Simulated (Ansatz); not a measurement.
Ideal-gas functions of CH$_{3}$Cl$_{2}$GaO (`C[O][Ga]([Cl])[Cl]`) at 500 K and 1 bar, from an Ansatz frequency run at PBE0-D4/def2-TZVP.

Molar mass 171.66 g/mol, point group Cs (symmetry number 1), electronic degeneracy 1, moments of inertia 198.572, 295.002, 490.397 u Å². Harmonic wavenumbers (cm⁻¹, unscaled): 66, 90, 105, 123, 163, 271, 401, 467, 649, 1120, 1177, 1207, 1479, 1492, 1500, 3020, 3092, 3100.

Use S(trans) = R[1.5 ln M + 2.5 ln T − 1.1517]; rotational temperatures θ = 24.2544 K / I; S(rot) = R[ln(√π/σ · √(T³/θAθBθC)) + 1.5]; for each mode x = 1.438777 ν̃/T, S = R[x/(eˣ − 1) − ln(1 − e⁻ˣ)] and H = RT x/(eˣ − 1); 1 cm⁻¹ = 0.0119627 kJ/mol; R = 8.31446 J/(mol·K).

Task: By hand: the entropy, in J/(mol·K).

Result: Translation 183.8. Rotation: θ = 0.1221, 0.0822, 0.0495 K, giving 126.4. Vibration, mode by mode: 22.14, 19.57, 18.30, 16.99, 14.68, 10.59, 7.57, 6.46, 4.23, 1.45, 1.27, 1.19, 0.63, 0.61, 0.60, 0.01, 0.01, 0.01, in all 126.3. Electronic 0.0. Sum 436.5 J/(mol·K).

Task: By hand: H − E and G − E in kJ/mol, counted from the electronic energy.

Result: Zero-point energy ½ × 19522 × 0.0119627 = 116.8; thermal vibration 28.3; translation, rotation and pV give 4 RT = 16.6. H − E = 161.7 kJ/mol, and G − E = 161.7 − 500 × 436.5/1000 = -56.6 kJ/mol.

Vibration gives 29 % of the entropy, 77.0 J/(mol·K) of it from the modes under 150 cm⁻¹: soft modes count most, and the harmonic formula is weakest for them. The sum counts one conformer and one mirror image; others add a mixing term.
